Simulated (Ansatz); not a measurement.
```yaml
crystal:
  periodic: [false, false, false]
  atoms:
    - {symbol: Si, position_ang: [-1.050075, 0.405364, 0.877810]}
    - {symbol: N, position_ang: [0.091845, -0.146046, -0.373724]}
    - {symbol: Si, position_ang: [1.706761, -0.331495, -0.071539]}
    - {symbol: Sn, position_ang: [-0.647396, -0.628526, -2.308062]}
    - {symbol: Cl, position_ang: [-2.936414, -0.026442, -1.931547]}
    - {symbol: H, position_ang: [-0.123370, 0.650489, 2.065952]}
    - {symbol: H, position_ang: [-1.625394, 1.821516, 0.485781]}
    - {symbol: H, position_ang: [-2.049376, -0.433989, 1.179474]}
    - {symbol: H, position_ang: [2.401743, 0.954094, 0.263364]}
    - {symbol: H, position_ang: [2.363534, -0.874546, -1.299045]}
    - {symbol: H, position_ang: [1.974419, -1.342457, 1.010539]}
basis:
  gaussian: {orbitals: STO-3G}
magnetization: {spin_polarized: true, initial_magnetization: 1}
hamiltonian: {xc: {name: SVWN5}, pseudopotentials: {relativity: none}}
```

```sh
$ ansatz run in.yaml --threads 4 --pin off --events-out ev --progress --plain --max-ram 11315MiB
```

Shortened log:

```
Error: a molecule whose nuclei and cores have a total charge of 108 cannot have a net charge of 0 together with 1 unpaired electrons
```

Q: What is wrong with this run?

A: The number of unpaired electrons doesn't fit the electron count. The input was rejected before any iteration.
